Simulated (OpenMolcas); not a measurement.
## Nd2+ in a point-charge field

Nd2+ among 8 point charges of -1.5 e arranged as a hexagonal bipyramid (D6h), 2.32 Å from the ion, with the axial distance 2.668 Å. The active orbitals were held to one l.

| Item | Value |
| --- | --- |
| Program | OpenMolcas |
| Method | CASSCF |
| Basis | ANO-RCC-VDZP [7s6p4d2f1g] |
| Scalar Hamiltonian | DKH2, point nucleus |
| Active space | 4 electrons in 7 orbitals (4f) |
| State averaging | 2S+1 = 5 even, 35 roots (32 in the spin-orbit step); 2S+1 = 3 even, 124 roots kept (CI in the orbitals of an earlier block, 104 in the spin-orbit step); 2S+1 = 1 even, 88 roots kept (CI in the orbitals of an earlier block, 33 in the spin-orbit step) |
| Spin-orbit coupling | RASSI with atomic mean-field integrals over the reference wave functions |

The lowest spin-free states, above the lowest:

```
   State  Degeneracy  E (cm-1)  Free-ion L (%)
2S+1 = 5           1       0.0         I (100)
2S+1 = 5           1       6.5         I (100)
2S+1 = 5           2     241.3         I (100)
2S+1 = 5           2     510.1         I (100)
2S+1 = 5           1     715.9         I (100)
2S+1 = 5           1      1131         I (100)
2S+1 = 5           2      1310          I (99)
2S+1 = 5           2      1491          I (98)
2S+1 = 5           1      1551          I (98)
2S+1 = 5           2     12970          F (91)
2S+1 = 5           2     12992          F (96)
2S+1 = 5           1     13397         F (100)
2S+1 = 5           1     13886          S (99)
2S+1 = 5           1     14755          F (89)
2S+1 = 5           1     15093          F (90)
2S+1 = 3           1     16220          K (99)
2S+1 = 3           2     16244          K (99)
2S+1 = 3           2     16312          K (98)
2S+1 = 3           1     16374          K (98)
2S+1 = 3           1     16461          K (99)
```

The lowest levels with spin-orbit coupling:

| E (cm-1) | Degeneracy | 2S+1 | J | |mJ| (%) | g |
| --- | --- | --- | --- | --- | --- |
| 0.0 | 2 | 5 | 4.02 | 4 (100) | 0.00 0.00 4.49 |
| 323.8 | 1 | 5 | 4.02 | 3 (100) |  |
| 414.3 | 1 | 5 | 4.08 | 3 (100) |  |
| 799.3 | 2 | 5 | 4.09 | 2 (97) | 0.00 0.00 1.24 |
| 1143 | 2 | 5 | 4.52 | 1 (51) | 0.00 0.00 4.07 |
| 1308 | 2 | 5 | 4.59 | 5 (52) | 0.00 0.00 4.31 |
| 1395 | 1 | 5 | 4.01 | 0 (99) |  |
| 1551 | 2 | 5 | 5.03 | 4 (96) | 0.00 0.00 6.49 |
| 1808 | 1 | 5 | 5.06 | 3 (100) |  |
| 2022 | 1 | 5 | 5.00 | 3 (100) |  |
| 2230 | 2 | 5 | 4.98 | 2 (98) | 0.00 0.00 3.35 |
| 2387 | 2 | 5 | 4.98 | 1 (99) | 0.00 0.00 1.91 |
| 2410 | 1 | 5 | 5.18 | 0 (82) |  |
| 2570 | 1 | 5 | 6.00 | 6 (99) |  |
| 2589 | 1 | 5 | 5.86 | 6 (83) |  |
| 2839 | 2 | 5 | 6.01 | 5 (98) | 0.00 0.00 10.33 |
| 3129 | 2 | 5 | 6.01 | 4 (97) | 0.00 0.00 8.05 |
| 3321 | 1 | 5 | 6.00 | 3 (100) |  |
| 3505 | 1 | 5 | 5.96 | 3 (100) |  |
| 3617 | 2 | 5 | 5.96 | 2 (97) | 0.00 0.00 4.14 |

Powder χT (cm3 K/mol): 0.633 at 2 K, 0.644 at 10 K, 0.699 at 50 K, 0.764 at 100 K, 0.869 at 200 K, 0.956 at 300 K. The effective moment at 300 K is 2.828 √(χT) = 2.76 μB.

Hund's rules give f4 the level 5I4 with g = 0.600, so an isolated free-ion multiplet has χT = g² J(J+1) / 8 = 0.900 cm3 K/mol. The computed 0.956 at 300 K differs by +6 %, through the field's splitting, the mixing of terms and any other multiplet in reach.

High states are left out of the spin-orbit mixing, which shifts the levels that they would mix with. This is an electrostatic model: the charges have no orbitals. An unlabelled pair can be two single states that coincide in this model. The first state left out of the spin-orbit step lies near 35000 cm-1 above the lowest spin-free state of the reference (among the parities and spins computed), and the lists stop at four fifths of that energy or lower. No measured value stands beside these numbers.

With an even number of electrons the g values are those of a degenerate or nearly degenerate non-Kramers pair.
